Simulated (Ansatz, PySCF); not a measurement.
Ti(OH)3(SH) (H4O3STi), SMILES [OH][Ti]([OH])([OH])[SH], multiplicity 1. Atoms are numbered in the order given.

```xyz
9

Ti     0.4047     0.0968     0.0482
O      1.3356    -0.2568    -1.4330
H      1.0410    -0.4034    -2.3403
O      1.2130    -0.7095     1.4256
H      1.2037    -0.4551     2.3573
O      0.1799     1.8397     0.3108
H      0.3758     2.6457    -0.1815
S     -1.7464    -0.7470    -0.2044
H     -1.3060    -2.0177    -0.0284
```
Charge 0, spin multiplicity 1.

Coordinates come from a B3LYP-D3(BJ)/def2-SVP optimisation. The spin state was assumed, not searched. The structure was generated by enumeration; whether it is a known compound was not checked. The values are those of a single conformer.

Two levels are set side by side: PBE-D3(BJ)/def2-SVP (Ansatz, a quantum-chemistry and plane-wave program) and B3LYP-D3(BJ)/def2-SVP (Ansatz). Each level has its own optimised geometry; the coordinates shown are those of the second. Frequencies come from the Hessian of PySCF at each geometry. Differences are taken from unrounded values.

```json
[
 {"quantity": "mean bond length (Å)", "B3LYP-D3(BJ)": "1.491", "PBE-D3(BJ)": "1.500", "PBE-D3(BJ) minus B3LYP-D3(BJ)": "0.009"},
 {"quantity": "bond Ti1–O2 (Å)", "B3LYP-D3(BJ)": "1.785", "PBE-D3(BJ)": "1.796", "PBE-D3(BJ) minus B3LYP-D3(BJ)": "0.011"},
 {"quantity": "bond Ti1–O4 (Å)", "B3LYP-D3(BJ)": "1.789", "PBE-D3(BJ)": "1.800", "PBE-D3(BJ) minus B3LYP-D3(BJ)": "0.011"},
 {"quantity": "bond Ti1–O6 (Å)", "B3LYP-D3(BJ)": "1.777", "PBE-D3(BJ)": "1.789", "PBE-D3(BJ) minus B3LYP-D3(BJ)": "0.012"},
 {"quantity": "bond Ti1–S8 (Å)", "B3LYP-D3(BJ)": "2.324", "PBE-D3(BJ)": "2.327", "PBE-D3(BJ) minus B3LYP-D3(BJ)": "0.003"},
 {"quantity": "bond O2–H3 (Å)", "B3LYP-D3(BJ)": "0.965", "PBE-D3(BJ)": "0.974", "PBE-D3(BJ) minus B3LYP-D3(BJ)": "0.009"},
 {"quantity": "bond O4–H5 (Å)", "B3LYP-D3(BJ)": "0.966", "PBE-D3(BJ)": "0.974", "PBE-D3(BJ) minus B3LYP-D3(BJ)": "0.009"},
 {"quantity": "bond O6–H7 (Å)", "B3LYP-D3(BJ)": "0.965", "PBE-D3(BJ)": "0.973", "PBE-D3(BJ) minus B3LYP-D3(BJ)": "0.008"},
 {"quantity": "bond S8–H9 (Å)", "B3LYP-D3(BJ)": "1.356", "PBE-D3(BJ)": "1.365", "PBE-D3(BJ) minus B3LYP-D3(BJ)": "0.009"},
 {"quantity": "highest harmonic wavenumber (cm⁻¹)", "B3LYP-D3(BJ)": "3885", "PBE-D3(BJ)": "3776", "PBE-D3(BJ) minus B3LYP-D3(BJ)": "-109"},
 {"quantity": "mean harmonic wavenumber (cm⁻¹)", "B3LYP-D3(BJ)": "991", "PBE-D3(BJ)": "969", "PBE-D3(BJ) minus B3LYP-D3(BJ)": "-23"},
 {"quantity": "zero-point energy (kcal/mol)", "B3LYP-D3(BJ)": "29.76", "PBE-D3(BJ)": "29.08", "PBE-D3(BJ) minus B3LYP-D3(BJ)": "-0.68"}
]
```

GGA bonds tend to be longer and softer than those of functionals with exact exchange. Differences between two approximate levels are no errors against the true value.
